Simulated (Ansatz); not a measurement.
Ta₂O₆H₂. The state is a singlet with charge 0. Geometry PBE-D4/def2-SVP; atoms count from 1.

```xyz
10

Ta   -0.0307    0.0377    1.0968
Ta    0.0207   -0.4781   -1.9091
O     0.5026    0.8733   -2.8856
O    -1.5112   -0.2008   -0.6653
O    -1.6650    0.9009    0.2931
O     0.8565    1.3227    2.1902
O     1.1667   -0.5762   -0.3913
O    -0.4740   -1.3111    2.0965
H     0.0426   -1.9428   -2.9581
H     1.0919    1.3743    3.1328
```

In the def2 sets Ta takes a core potential; there is no spin–orbit coupling. The structure holds one bond between oxygen atoms, so isomers without such links may lie far lower. The structure comes from a short search, and lower isomers may exist.

(1) Estimate the Mulliken populations from the PBE0/def2-TZVP orbitals of Ansatz.

(2) And the Mayer bond orders between bonded heavy atoms (over 0.3)?

Results:

(1) 
```json
{"atom": "Ta1", "charge (e)": "1.47", "d electrons": "2.61"}
{"atom": "Ta2", "charge (e)": "1.24", "d electrons": "2.68"}
{"atom": "O3", "charge (e)": "-0.49", "d electrons": "–"}
{"atom": "O4", "charge (e)": "-0.38", "d electrons": "–"}
{"atom": "O5", "charge (e)": "-0.30", "d electrons": "–"}
{"atom": "O6", "charge (e)": "-0.65", "d electrons": "–"}
{"atom": "O7", "charge (e)": "-0.63", "d electrons": "–"}
{"atom": "O8", "charge (e)": "-0.50", "d electrons": "–"}
{"atom": "H9", "charge (e)": "-0.11", "d electrons": "–"}
{"atom": "H10", "charge (e)": "0.36", "d electrons": "–"}
```
Mulliken values and Mayer orders depend strongly on the basis.

(2) Ta1–O5 0.88 (2.02 Å); Ta1–O6 1.12 (1.91 Å); Ta1–O7 0.85 (2.01 Å); Ta1–O8 2.17 (1.74 Å); Ta2–O3 2.17 (1.74 Å); Ta2–O4 0.85 (1.99 Å); Ta2–O7 1.15 (1.90 Å); O4–O5 0.82 (1.47 Å).
